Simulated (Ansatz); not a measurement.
# Ligand exchange: C5H10 + Sn(CH3)F3 → C4H7F + Sn(CH3)2F2

Species: C5H10 (2-methyl-2-butene) `CC=C(C)C`, singlet; Sn(CH3)F3, singlet; C4H7F `C/C=C(/C)F`, singlet; Sn(CH3)2F2 (dimethyltin fluoride), singlet. The partners trade CH3 for F: C–CH3 and Sn–F bonds give way to C–F and Sn–CH3.

Shapes, held fixed at every level: PBE0-D4/def2-TZVP. Programs: Ansatz 0.2.0. The zero-point and thermal change to 298 K, harmonic and unscaled (PBE0-D4/def2-TZVP), is -3.0 kJ/mol.

```
              level                    kind  ΔH(298 K) (kJ/mol)  less CCSD(T)/def2-TZVPP
        HF/def2-SVP            Hartree–Fock               +63.0                    -11.0
B3LYP-D4/def2-TZVPP           global hybrid               +72.6                     -1.4
BHLYP-D4/def2-TZVPP           global hybrid               +73.6                     -0.4
 wB97M-V/def2-TZVPP  range-separated hybrid               +70.9                     -3.1
  B2PLYP/def2-TZVPP           double hybrid               +75.2                     +1.2
      CCSD/def2-SVP   coupled cluster or CI               +76.5                     +2.5
    CCSD/def2-TZVPP   coupled cluster or CI               +73.3                     -0.7
 CCSD(T)/def2-TZVPP   coupled cluster or CI               +74.0                      0.0
```

The highest level, CCSD(T)/def2-TZVPP, gives ΔH(298 K) = +74.0 kJ/mol; the levels span +63.0 to +76.5. The column of differences is taken from that level and isn't an error. No measured value is set beside it here. For atoms past krypton def2 sets carry core potentials with scalar relativity. Outer-core shells of Sn are correlated in most correlated rows, in sets that cover them unevenly.
